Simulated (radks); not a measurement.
Species: P3+. Configuration: [Ne] 3s2.

Calculated with a radial shooting solver on a logarithmic mesh with Libxc functionals: Dirac Kohn-Sham, PBEsol, spin-unpolarised, spherical densities, point nucleus.

Energy parts (eV):
| part | energy |
|---|---|
| total | -9229.112 |
| kinetic | 9263.197 |
| electron-nucleus | -21584.174 |
| Hartree | 3675.002 |
| exchange-correlation | -583.136 |

Orbitals (lengths in bohr, moments of r in powers of bohr; r(90%) holds 90 % of the orbital's charge):
orbital  occ.  eigenvalue (eV)  r(90%)     <r>   <1/r>
1s1/2       2        -2119.895   0.185  0.1037   14.63
2s1/2       2        -211.9272   0.815  0.5189   2.828
2p1/2       2        -163.4282   0.805  0.4818   2.730
2p3/2       4        -162.5055   0.809  0.4840   2.713
3s1/2       2         -45.5519    2.47   1.671  0.8239
3p1/2       0         -35.3774    2.76   1.836  0.7356
3p3/2       0         -35.2832    2.77   1.840  0.7333

The highest occupied level is 3s1/2 at -45.552 eV. The density falls to 0.001 e/bohr^3 at r = 3.08 bohr. Summed over all electrons, <r^2> = 8.798 bohr^2, which gives a Langevin (diamagnetic) susceptibility term of -6.97 x 10^-6 cm^3/mol.
